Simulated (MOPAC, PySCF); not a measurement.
C4H11B, SMILES `CC(C)(C)B`, neutral singlet in the gas phase. 

Cartesian coordinates (Å):
```xyz
16

B      1.2060     0.7348     0.8338
C     -0.0112     0.1307     0.0743
C     -1.1875    -0.3039     0.9564
C     -0.5029     0.9408    -1.1312
C      0.7395    -1.1427    -0.4388
H      1.9974     1.4361     0.2552
H      1.4343     0.4120     1.9725
H     -0.8480    -0.9053     1.8122
H     -1.9117    -0.9056     0.3812
H     -1.7259     0.5696     1.3540
H     -1.0177     1.8575    -0.8066
H      0.3313     1.2386    -1.7830
H     -1.2173     0.3560    -1.7354
H      1.1021    -1.7797     0.3822
H      0.0250    -1.7410    -1.0293
H      1.5866    -0.8978    -1.0975
```
Charge 0, multiplicity 1.

All levels are single points at this geometry (PBE-D3(BJ)/def2-TZVP); Pople sets use spherical d functions. Orbital energies aren't observables, and empty levels follow the basis.

```json
[
 {"level": "PBE-D3(BJ)/def2-TZVP in PySCF", "HOMO (eV)": "-6.80", "LUMO (eV)": "-2.11", "gap (eV)": "4.69", "dipole (D)": "0.81", "vertical IE, Delta-SCF (eV)": "9.82"},
 {"level": "B3LYP/6-31G* in PySCF", "HOMO (eV)": "-7.69", "LUMO (eV)": "-0.85", "gap (eV)": "6.83", "dipole (D)": "0.74", "vertical IE, Delta-SCF (eV)": "9.99"},
 {"level": "BP86/6-31G* in PySCF", "HOMO (eV)": "-6.65", "LUMO (eV)": "-1.77", "gap (eV)": "4.88", "dipole (D)": "0.85", "vertical IE, Delta-SCF (eV)": "–"},
 {"level": "PBE/6-31G* in PySCF", "HOMO (eV)": "-6.54", "LUMO (eV)": "-1.70", "gap (eV)": "4.84", "dipole (D)": "0.86", "vertical IE, Delta-SCF (eV)": "9.68"},
 {"level": "AM1 in MOPAC", "HOMO (eV)": "-10.63", "LUMO (eV)": "1.78", "gap (eV)": "12.42", "dipole (D)": "0.56", "vertical IE, Delta-SCF (eV)": "–"},
 {"level": "PM6 in MOPAC", "HOMO (eV)": "-10.24", "LUMO (eV)": "0.14", "gap (eV)": "10.38", "dipole (D)": "0.80", "vertical IE, Delta-SCF (eV)": "–"}
]
```
